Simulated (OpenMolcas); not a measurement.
## Nb4+ in a ligand field

Nb4+ with 6 ligands (fluoride) in trigonal prismatic coordination (D3h) at 1.99 Å, a polar angle of 49.6° against the regular 49.1°. A charge of +0.333 e stands 2.4 Å behind each ligand. Ligand basis ANO-RCC-VDZP.
```
Nb    0.0000    0.0000    0.0000
F     1.5153    0.0000    1.2900
F    -0.7576    1.3123    1.2900
F    -0.7576   -1.3123    1.2900
F     1.5153    0.0000   -1.2900
F    -0.7576    1.3123   -1.2900
F    -0.7576   -1.3123   -1.2900
```

```json
{"Program": "OpenMolcas 26.06", "Method": "CASSCF", "Basis": "ANO-RCC-VDZP [6s5p3d1f]", "Scalar Hamiltonian": "DKH2, point nucleus", "Active space": "1 electron in 5 orbitals (4d)", "State averaging": "2S+1 = 2 even, 5 roots", "Spin-orbit coupling": "state interaction with AMFI integrals over the reference wave functions"}
```

The lowest spin-free states (labels of D3, the rotations of D3h), above the lowest:

```csv
State,Degeneracy,E (cm-1)
2A1,1,0.0
2E,2,3459
2E,2,22764
```

The lowest levels with spin-orbit coupling:

| E (cm-1) | Degeneracy | Label | 2S+1 | g |
| --- | --- | --- | --- | --- |
| 0.0 | 2 | E1/2 | 2 | 1.87 1.87 2.00 |
| 2921 | 2 | E3/2 | 2 | 0.00 0.00 1.07 |
| 4033 | 2 | E1/2 | 2 | 0.00 0.00 5.08 |
| 22488 | 2 | E1/2 | 2 | 0.14 0.14 0.73 |
| 23143 | 2 | E3/2 | 2 | 0.00 0.00 3.27 |

Electric-dipole absorption from the lowest level at this geometry, strongest bands:

```csv
E (cm-1),λ (nm),Label,f
2921,3420,E3/2,4.50e-05
4033,2480,E1/2,6.24e-05
23143,432,E3/2,3.24e-06
```

Powder χT (cm3 K/mol): 0.343 at 2 K, 0.343 at 10 K, 0.344 at 50 K, 0.346 at 100 K, 0.348 at 200 K, 0.351 at 300 K. The effective moment at 300 K is 2.828 √(χT) = 1.68 μB.

The lowest level has 2S+1 = 2, for which the spin-only value is χT = S(S+1) / 2 = 0.375 cm3 K/mol (g = 2). The computed 0.351 at 300 K differs by -0.024, through orbital momentum, spin-orbit coupling and any other state in reach.

Metal share of the active 4d orbitals (Löwdin): 79, 79, 85, 85, 88 %; Mulliken charge of the metal 2.55.

The least metal-like active orbital is 79 % on the metal (Löwdin) and no ligand orbital is active, so the numbers are rough. With metal d orbitals alone the field can be off either way by tens of per cent. Ligand-to-metal charge-transfer states are missing. No measured value stands beside these numbers; the geometry is a model, was not optimised and need not be the one that this ion takes.

The RASSCF and RASSI steps took 17 s on 1 thread of Arm Neoverse V2, with other jobs on the host; the integral step is not counted.
